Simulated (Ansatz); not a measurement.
The pair A = H2O (SMILES O) (first 3 atoms), B = HF (SMILES F); geometry from B3LYP-D3(BJ)/def2-TZVP.
(charge 0, multiplicity 1):
```xyz
5

O     -0.085    -0.272     0.322
H      0.724    -0.752     0.111
H     -0.111     0.489    -0.268
F     -0.269     0.382     2.867
H     -0.238     0.125     1.958
```

Correlated levels freeze the cores. MP2 and its Hartree–Fock in aug-cc-pVQZ are density fitted.

Programs: Ansatz (Gaussian orbitals). Each number belongs to the level named beside it.

The counterpoise-corrected interaction energy is E(AB) − E(A in the pair's basis) − E(B in the pair's basis). Total energies (hartree):

```json
[
 {"level": "HF/aug-cc-pVTZ", "AB": "-176.1318455", "A in the pair's basis": "-76.0602106", "B in the pair's basis": "-100.0591412"},
 {"level": "MP2/aug-cc-pVTZ", "AB": "-176.6840784", "A in the pair's basis": "-76.3294292", "B in the pair's basis": "-100.3407564"},
 {"level": "HF/aug-cc-pVQZ", "AB": "-176.1445258", "A in the pair's basis": "-76.0654979", "B in the pair's basis": "-100.0665026"},
 {"level": "MP2/aug-cc-pVQZ", "AB": "-176.7355259", "A in the pair's basis": "-76.3520003", "B in the pair's basis": "-100.3692418"},
 {"level": "CCSD(T)/aug-cc-pVTZ", "AB": "-176.7060940", "A in the pair's basis": "-76.3427584", "B in the pair's basis": "-100.3494258"}
]
```

Work out the counterpoise-corrected interaction energy at the basis-set limit: extrapolate the MP2 correlation part as X⁻³, take Hartree–Fock from the larger set, and add the CCSD(T) − MP2 difference of aug-cc-pVTZ.


1. Differences (1 hartree = 627.509 kcal/mol): HF/aug-cc-pVTZ -7.840; MP2/aug-cc-pVTZ -8.718; HF/aug-cc-pVQZ -7.860; MP2/aug-cc-pVQZ -8.963; CCSD(T)/aug-cc-pVTZ -8.729.
2. Correlation parts, MP2 less HF: -0.878 in aug-cc-pVTZ (X = 3), -1.103 in aug-cc-pVQZ (X = 4).
3. Limit (4³·(-1.103) − 3³·(-0.878))/(4³ − 3³) = -1.268; with HF/aug-cc-pVQZ it gives -9.128.
4. CCSD(T) less MP2 in aug-cc-pVTZ: -0.011.
Result: -9.14 kcal/mol, against -8.72 at MP2/aug-cc-pVTZ. It is an estimate of this method's limit, not of the exact value.

Ansatz is a program for electronic structure.
